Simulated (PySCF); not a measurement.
# Two-component Hartree-Fock for Sm³¹⁺ (samarium, charge +31)

Start: [Ar] 3d10 4s2 4p1; 4p3/2 filled at m_j = +3/2. Calculated with PySCF 2.14 in an uncontracted even-tempered set (17 s from 2.9 bohr⁻², ratio 2.8; 13 p from 3.8 bohr⁻², ratio 2.8; 8 d from 6.8 bohr⁻², ratio 2.8; 4 f from 17 bohr⁻², ratio 3): generalised Hartree-Fock with the X2C-1e Hamiltonian and a Gaussian nucleus; one run each with spin-orbit coupling (SO) screened by Boettger's factors, then bare. This is a chosen level, not necessarily the ground level.

```json
{"spinor shell": "1s1/2", "electrons": "2", "ε, screened SO (eV)": "-48235.6", "ε, bare SO (eV)": "-48235.0", "weight of nominal j (bare SO)": "1.000", "rms radius, bare SO (bohr)": "0.0259"}
{"spinor shell": "2s1/2", "electrons": "2", "ε, screened SO (eV)": "-8958.4", "ε, bare SO (eV)": "-8958.3", "weight of nominal j (bare SO)": "1.000", "rms radius, bare SO (bohr)": "0.105"}
{"spinor shell": "2p1/2", "electrons": "2", "ε, screened SO (eV)": "-8539.8", "ε, bare SO (eV)": "-8555.8", "weight of nominal j (bare SO)": "1.000", "rms radius, bare SO (bohr)": "0.0897"}
{"spinor shell": "2p3/2", "electrons": "4", "ε, screened SO (eV)": "-7931.3", "ε, bare SO (eV)": "-7925.3", "weight of nominal j (bare SO)": "1.000", "rms radius, bare SO (bohr)": "0.0960"}
{"spinor shell": "3s1/2", "electrons": "2", "ε, screened SO (eV)": "-2850.2", "ε, bare SO (eV)": "-2850.2", "weight of nominal j (bare SO)": "1.000", "rms radius, bare SO (bohr)": "0.268"}
{"spinor shell": "3p1/2", "electrons": "2", "ε, screened SO (eV)": "-2668.8", "ε, bare SO (eV)": "-2672.2", "weight of nominal j (bare SO)": "1.000", "rms radius, bare SO (bohr)": "0.259"}
{"spinor shell": "3d3/2", "electrons": "4", "ε, screened SO (eV)": "-2237.3", "ε, bare SO (eV)": "-2240.6", "weight of nominal j (bare SO)": "1.000", "rms radius, bare SO (bohr)": "0.241"}
{"spinor shell": "3d5/2", "electrons": "6", "ε, screened SO (eV)": "-2209.3", "ε, bare SO (eV)": "-2207.1", "weight of nominal j (bare SO)": "1.000", "rms radius, bare SO (bohr)": "0.245"}
{"spinor shell": "4s1/2", "electrons": "2", "ε, screened SO (eV)": "-1283.4", "ε, bare SO (eV)": "-1283.4", "weight of nominal j (bare SO)": "1.000", "rms radius, bare SO (bohr)": "0.573"}
{"spinor shell": "4p3/2", "electrons": "1", "ε, screened SO (eV)": "-1184.2", "ε, bare SO (eV)": "-1183.8", "weight of nominal j (bare SO)": "1.000", "rms radius, bare SO (bohr)": "0.587"}
```

Q: Where does 3p3/2 lie, and what is the 3p spin-orbit splitting (bare SO)?

A: At -2537.6 eV, 134.50 eV above 3p1/2.

```json
{"quantity": "E (hartree)", "screened SO": "-9911.01114", "bare SO": "-9911.43291"}
{"quantity": "M_J", "screened SO": "3/2", "bare SO": "3/2"}
{"quantity": "⟨J²⟩", "screened SO": "3.751", "bare SO": "3.751"}
{"quantity": "⟨L²⟩", "screened SO": "2.028", "bare SO": "2.030"}
{"quantity": "⟨S²⟩", "screened SO": "0.777", "bare SO": "0.779"}
```

Each row is a mean over spinors that exchange with the open shell spreads, by up to 9.920 eV (4s1/2).

Breit and QED terms are absent; they matter most for the inner s and p1/2 levels.

Densities and radii are taken from the X2C orbitals without a picture-change correction, which distorts them close to the nucleus.
